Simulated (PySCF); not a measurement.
NMR data simulated for an unnamed compound:

¹H NMR (400 MHz, computed): δ 7.96 (m, 2H), 7.41 (d, 2H), 2.50 (s, 3H).

¹³C{¹H} NMR (computed): δ 177.8 (C), 146.0 (C), 142.6 (CH), 134.0 (CH), 130.0 (C), 24.6 (CH3).

[PySCF: structure optimised with GFN2-xTB; shieldings: GIAO PBE0/pcSseg-1; one computed conformer; relativity neglected; no solvent; rapidly exchanging positions averaged]

References, each an isolated molecule treated in the same way: ¹H (σref 31.72) and ¹³C (σref 186.93) vs TMS.

**Question.** Which of these does the molecule contain: a benzene ring, a non-aromatic C=C double bond, a methoxy group, a C≡C triple bond?

**Answer.** 
- A benzene ring: yes.
- A non-aromatic C=C double bond: no.
- A methoxy group: no.
- A C≡C triple bond: no.

The data belong to `C1(C)=CC=C(C#P)C=C1`, C8H7P; they needn't prove each group on their own.

Carbon signals by region: 1 in the far downfield region (above 160 ppm), 4 in the sp2 and nitrile region (100–160 ppm), 1 below 50 ppm. Above 160 ppm: 177.8, carbon bonded to C, P.

Splittings by ³¹P in the carbon and heteronuclear signals aren't shown, as no couplings were computed. Shifts are as computed. Against solution values, carbons near 30 ppm lie about +3 ppm off and those near 130 ppm about +5 ppm. Of 1211 compounds with measured shifts, 218 miss one by over three times the rms of a fit or turn the order of signals round; such compounds aren't used in these exercises. No couplings were computed; multiplicities are counted from neighbouring protons, with m where these are inequivalent, close in shift, in a saturated or five-membered ring or joined by F or P, and br s for small geminal =CH2 splittings.
